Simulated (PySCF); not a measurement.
CBrF2, SMILES F[C](F)Br (connectivity only; charge and spin as stated), charge +1, multiplicity 1.

Geometry: B3LYP-D3(BJ)/def2-SVP. The spin state was assumed, not searched. The isomer is the one that the SMILES or the coordinates give; other isomers of the formula were not compared.

Calculation: TDDFT-PBE/def2-SVPD (PySCF 2.14.0).

Vertical excitations. Gas-phase values at a fixed geometry. State labels are in the subgroup C2v.

Computed lowest excited states:
```
state  symmetry  energy (eV)  λ (nm)      f                            main pairs
-----  --------  -----------  ------  -----  ------------------------------------
S1           A2         3.95     314  0.000                       HOMO→LUMO 100 %
S2           A1         5.84     212  0.131                      HOMO−1→LUMO 96 %
S3           B2         7.03     176  0.000                      HOMO→LUMO+1 99 %
S4           B1         7.47     166  0.002                      HOMO−2→LUMO 89 %
S5           B1         7.64     162  0.001                    HOMO−1→LUMO+1 90 %
S6           A2         7.66     162  0.000                     HOMO−3→LUMO 100 %
S7           B2         9.47     131  0.000    HOMO→LUMO+2 58 %, HOMO−4→LUMO 40 %
S8           B2         9.56     130  0.119    HOMO−4→LUMO 55 %, HOMO→LUMO+2 41 %
S9           B1        10.24     121  0.070                    HOMO−1→LUMO+2 96 %
S10          B2        10.33     120  0.003                    HOMO−3→LUMO+1 99 %
T1           A2         3.68     336      0                       HOMO→LUMO 100 %
T2           A1         3.98     312      0                     HOMO−1→LUMO 100 %
T3           B2         6.08     204      0                     HOMO→LUMO+1 100 %
T4           B1         6.60     188      0  HOMO−1→LUMO+1 69 %, HOMO−2→LUMO 30 %
```
Triplets are in the Tamm–Dancoff approximation, which puts them higher than full response would, so one can lie above its singlet here.
